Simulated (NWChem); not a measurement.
disilylmethane (CH₈Si₂); SMILES [SiH3]C[SiH3]

```xyz
11

Si    -1.5950     0.0000     0.1819
C      0.0000     0.0000    -0.8193
Si     1.5950     0.0000     0.1819
H     -2.7882     0.0029    -0.7199
H     -1.6645    -1.2137     1.0527
H     -1.6621     1.2111     1.0565
H     -0.0001     0.8855    -1.4784
H      0.0001    -0.8855    -1.4784
H      1.6621    -1.2111     1.0565
H      1.6645     1.2137     1.0527
H      2.7882    -0.0029    -0.7199
```
Atoms are numbered in this order, from 1.

All runs: NWChem. The geometry was optimised at PBE0/def2-SVP.

For level PBE0/STO-3G:

| Item | Result |
|---|---|
| highest occupied level (eV) | -6.74 |
| orbital gap (eV) | 14.47 |
| dipole (D) | 0.36 |

Problem. How do the values read with level PBE0/def2-SVP instead?

Solution. The highest occupied level (eV) comes out as -8.81. The orbital gap (eV) is 9.51 and the dipole (D) comes out as 0.84.
